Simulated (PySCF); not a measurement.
# Electron correlation in V⁻ (vanadium, charge -1)

[Ar] 3d4 4s2, high-spin 5D determinant. Computed with PySCF 2.14 in aug-cc-pVQZ-DK, with scalar relativity by spin-free X2C-1e. Frozen: [Ar]; 6 electrons correlated.

MP2 pair energies summed by pair of shells (mhartree):

```
 pair  energy  share (%)
3d-3d  -52.38       65.4
3d-4s  -17.87       22.3
4s-4s   -9.79       12.2
```

Total MP2 correlation energy: -80.04 mhartree.

Same-spin part -64.55 and opposite-spin part -15.49 mhartree; SCS-MP2 scales them by 1/3 and 6/5 to -40.10 mhartree.

The Hartree-Fock reference does not bind the outermost electron (its level is positive or very diffuse), so these energies belong to a reference that the basis holds together.
